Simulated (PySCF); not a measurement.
Computed with r2SCAN-D4/def2-TZVP run with PySCF. Gas-phase values, no solvent. One relaxed conformer stands for a flexible species; it need not be the lowest. Excitations are Tamm–Dancoff values on a coarser integration grid. The basis has no diffuse functions, so Rydberg states are missing or too high.

Reference species (SMILES): `C=C(N)S` (neutral, multiplicity 1).

- T1 excitation (TDA) = 3.85 eV
- LUMO = -0.45 eV

Changed species: `NC(C)=S`.

Problem. Give the shifts of the T1 excitation (TDA) and LUMO.

Solution. the T1 excitation (TDA) decreases by 0.69 eV, to 3.16 eV; the LUMO drops by 1.15 eV, to -1.60 eV.
